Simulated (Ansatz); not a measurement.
`C[O][Ga]([OH])[Br]` + `O[SiH2]N[SiH2]Cl` → `CO[SiH2]N[SiH2]Cl` + `[OH][Ga]([OH])[Br]`  (substitution at a C–O bond)

Gas-phase electronic energies from Ansatz, PBE0-D4/def2-TZVP geometries. CCSD(T)/CBS is the MP2 limit (def2-TZVPP, def2-QZVPP) plus CCSD(T) − MP2 in def2-TZVPP, frozen cores. DFT in def2-TZVPP. B3LYP here is the variant with VWN-RPA as its local correlation; programs differ in this. For Br, Ga outer-core shells are correlated without core-valence functions, which leaves a few kJ/mol of doubt a bond. Scalar relativity is left out up to krypton. One conformer a species, not always the lowest.

Problem. Is it downhill or uphill in electronic energy at CCSD(T)/CBS, and by how much? (Estimate.)

Solution. Ansatz gave: Downhill: ΔE = -5.5 kJ/mol.

Problem. What do these levels give: r2SCAN-D4, B3LYP-D4, ωB97X-V, PBE, r2SCAN, B3LYP, HF/def2-TZVPP, MP2/def2-TZVPP, CCSD/def2-TZVPP, CCSD(T)/def2-TZVPP, HF/def2-QZVPP, SCS-MP2/def2-QZVPP? (An estimate is asked.)

Solution. Ansatz gave: r2SCAN-D4 -6.1, B3LYP-D4 -7.6, ωB97X-V -7.3, PBE -3.7, r2SCAN -5.1, B3LYP -4.0, HF/def2-TZVPP -5.4, MP2/def2-TZVPP -5.6, CCSD/def2-TZVPP -5.3, CCSD(T)/def2-TZVPP -5.3, HF/def2-QZVPP -5.3, SCS-MP2/def2-QZVPP -5.5 kJ/mol.

Largest T1 diagnostic among the species: 0.012.

The D4 term adds −3.6 kJ/mol with B3LYP and −2.3 kJ/mol with PBE0; it sums over pairs of atoms, weighted by their polarisabilities, and B3LYP, whose exchange is more repulsive, gets the larger term.
